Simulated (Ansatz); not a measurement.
Geometry optimisation, Ansatz, RKS BLYP-D4/STO-3G.

Input:

```yaml
crystal:
  periodic: [false, false, false]
  atoms:
    - { symbol: F, position_ang: [0.8009, -0.9118, 1.4693] }
    - { symbol: C, position_ang: [0.6361, -0.2601, 0.2221] }
    - { symbol: O, position_ang: [-0.0393, -1.1049, -0.7072] }
    - { symbol: Al, position_ang: [-1.0559, 0.3209, -0.263] }
    - { symbol: H, position_ang: [1.5649, 0.1763, -0.224] }
    - { symbol: H, position_ang: [-1.8647, 1.7156, -0.5433] }
basis:
  gaussian: { orbitals: STO-3G }
hamiltonian:
  xc: blyp
  dispersion: d4
relax:
  f_tol: 0.02
  max_steps: 50
```

Launched with:

```bash
$ ansatz run input.yaml --threads 1 --pin off --max-ram 2048MiB --backend cpu --events-out ev --progress --plain --runs-dir out
```

Q: Where does it end, and by what steps?

A: It converged. Limits of this set-up: minimal basis. After 5 steps the energy has fallen by 1.073 eV; H6 moved furthest, 0.36 Å.

| step | energy less start (eV) | largest force component (eV/Å) | accepted |
| --- | --- | --- | --- |
| 0 | 0.0000 | 3.745 | yes |
| 1 | -0.8826 | 1.766 | yes |
| 2 | -1.0520 | 0.532 | yes |
| 3 | -1.0692 | 0.263 | yes |
| 4 | -1.0724 | 0.050 | yes |
| 5 | -1.0727 | 0.007 | yes |

```xyz
6
Properties=species:S:1:pos:R:3
F 0.828 -0.940 1.479
C 0.700 -0.193 0.285
O -0.233 -0.933 -0.764
Al -0.883 0.598 -0.330
H 1.735 -0.048 -0.156
H -2.105 1.452 -0.560
```

Time of the run: 14 s on 1 thread of Arm Neoverse N1, with other jobs on the host, peak memory 0.13 GiB.
